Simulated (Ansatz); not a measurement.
Start from `[SiH3][SiH]1CO1` and change one atom or group to get `[AsH2][SiH]1CO1`.

Ansatz, PBE0-D4/def2-TZVP geometries, multiplicity 1. 

Scalar relativity is left out up to krypton.

```csv
property,`[SiH3][SiH]1CO1`
HOMO energy (B3LYP/def2-TZVPP) / eV,-7.29
LUMO energy (PBE/def2-TZVPP) / eV,-1.78
HOMO–LUMO gap (PBE0/def2-TZVPP) / eV,6.55
HOMO energy (PBE0/def2-TZVPP) / eV,-7.52
LUMO energy (PBE0/def2-TZVPP) / eV,-0.97
size of the dipole moment (B3LYP/def2-TZVPP) / D,1.84
```

Question: What does the change do to each property? (Best estimate.)

Answer: The calculation gave: 
```
                                        property  `[AsH2][SiH]1CO1`  shift
             HOMO energy (B3LYP/def2-TZVPP) / eV              -7.32  -0.03
               LUMO energy (PBE/def2-TZVPP) / eV              -1.44   0.34
            HOMO–LUMO gap (PBE0/def2-TZVPP) / eV               6.93   0.38
              HOMO energy (PBE0/def2-TZVPP) / eV              -7.55  -0.03
              LUMO energy (PBE0/def2-TZVPP) / eV              -0.61   0.36
size of the dipole moment (B3LYP/def2-TZVPP) / D               1.95   0.11
```

Dipoles are sizes alone; their direction can turn.

B3LYP here is the variant with VWN-RPA as its local correlation; programs differ in this.
